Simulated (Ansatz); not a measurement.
All values below come from frozen-core CCSD(T)/cc-pVQZ // B3LYP-D3(BJ)/def2-TZVP (Ansatz, a quantum-chemistry and plane-wave program).

Ansatz 0.2 input:
```yaml
crystal:
  periodic: [false, false, false]
  atoms:
    - { symbol: C, position_ang: [1.106583, -0.439365, -0.241749] }
    - { symbol: Si, position_ang: [-0.232531, 0.562146, 0.012703] }
    - { symbol: O, position_ang: [-1.815861, 0.1571, -0.096517] }
    - { symbol: H, position_ang: [1.055881, -1.485314, -0.511716] }
    - { symbol: H, position_ang: [2.101641, -0.026511, -0.132359] }
    - { symbol: H, position_ang: [-0.175506, 1.980208, 0.3788] }
    - { symbol: H, position_ang: [-2.040209, -0.748266, -0.331028] }
basis:
  gaussian: { orbitals: cc-pVQZ }
correlation:
  method: ccsd_t
```

Output:

```
Functional definition: HF
1696 factors; integrals over basis functions are off by at most 1.0e-3 eV
mean field evaluation 1: about -10990.6633 eV, gradient 4.3e1 eV
mean field evaluation 2: about -10990.6655 eV, gradient 4.3e1 eV
mean field evaluation 4: about -10994.7324 eV, gradient 3.0e0 eV
mean field evaluation 8: about -10994.7824 eV, gradient 1.4e-1 eV
mean field evaluation 16: about -10994.7748 eV, gradient 8.5e-1 eV
mean field -10994.78266656 eV, -404.0508104646 hartree, gradient 7.0e-6 eV, S^2 0.000000; 0 other end points of the search recorded, 0 dependent functions left out
7 core orbitals not correlated
reference -10994.78266656 eV, -404.0508104646 hartree; 9, 9 occupied and 273, 273 virtual orbitals, 1696 factors
second order -15.45718481 eV of doubles, -0.00000000 eV of singles
cycle   1  -15.49506635 eV  change   -3.8e-2 eV  update   8.5e-2
cycle   2  -15.86864105 eV  change   -3.7e-1 eV  update   2.8e-2
cycle   3  -15.95904483 eV  change   -9.0e-2 eV  update   1.4e-2
cycle   4  -15.94972592 eV  change    9.3e-3 eV  update   3.9e-3
cycle   5  -15.94847696 eV  change    1.2e-3 eV  update   1.7e-3
cycle   6  -15.94917802 eV  change   -7.0e-4 eV  update   5.9e-4
cycle   7  -15.94888660 eV  change    2.9e-4 eV  update   2.2e-4
cycle   8  -15.94890627 eV  change   -2.0e-5 eV  update   9.6e-5
cycle   9  -15.94895354 eV  change   -4.7e-5 eV  update   2.9e-5
cycle  10  -15.94894351 eV  change    1.0e-5 eV  update   1.0e-5
perturbative correction -0.68256897 eV, -0.0250839469 hartree
Total energy: -11011.41417903 eV, -404.6620072747 hartree
```

Cost: very roughly 22 core-minutes.
